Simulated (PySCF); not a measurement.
Ionisation energy of Ag⁴³⁺ by level of theory

Ag⁴³⁺ [He] 2s2 (1S) → Ag⁴⁴⁺ [He] 2s1 (2S), as a difference of total energies. Calculation: PySCF 2.14, in an uncontracted even-tempered set (19 s from 20 bohr⁻², ratio 2.2; 8 p from 30 bohr⁻², ratio 2.4; 5 d from 91 bohr⁻², ratio 2.4; 5 f from 140 bohr⁻², ratio 2.4; 4 g from 200 bohr⁻², ratio 2.4); the spin-free X2C one-electron Hamiltonian (Gaussian nucleus). Correlated levels: nothing frozen; virtual orbitals above 40 to 60 times the deepest correlated orbital energy dropped. The calculations carry no spin-orbit coupling.

| method | ionisation energy (eV) |
| --- | --- |
| UHF | 7081.2 |
| LDA | 7077.4 |
| PBE0 | 7085.6 |
| TPSS | 7085.8 |
| BP86 | 7087.1 |
| MP2 (all electrons) | 7087.1 |
| SCS-MP2 (all electrons) | 7088.2 |

Task: Estimate what PBE gives.

Result: 7086.5 eV, closest to BP86 among the rows shown.

Task: Estimate what r2SCAN gives.

Result: 7079.8 eV, closest to UHF among the rows shown.

For this ion Breit and QED terms and the two-electron picture change, all absent here, outweigh the differences among the correlated methods.

For comparison: 7082 ± 7 eV (semi-empirical (NIST evaluation); NIST Atomic Spectra Database, ionization energies).
